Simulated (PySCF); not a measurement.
In(F)2(GeH3) (F₂GeH₃In), SMILES [F][In]([F])[GeH3]. Heavy atoms are numbered as in [In:1]([F:2])([F:3])[GeH3:4]. Hydrogens are named by the atom that carries them.

The structure is a stationary point at PBE0-D3(BJ)/def2-SVP. The structure was generated by enumeration; whether it is a known compound was not checked. The def2 effective core potentials stand for the cores of In; spin–orbit coupling is left out.

Level of theory: PBE/def2-TZVP (PySCF).

ESP charges are fitted to the potential on shells at 1.4 to 2.0 van der Waals radii. Atomic charges (e), one atom of each kind:

```csv
atom,Löwdin,ESP fit
In1,0.29,?
F2,-0.23,?
Ge4 (GeH3),0.23,?
H on Ge4,-0.02,?
```

### Question
Some entries are withheld; supply them. (The exact figures need the calculation; the answer reports its results.)

### Answer

- In1, ESP fit: 0.94
- F2, ESP fit: -0.44
- Ge4 (GeH3), ESP fit: -0.31
- H on Ge4, ESP fit: 0.08
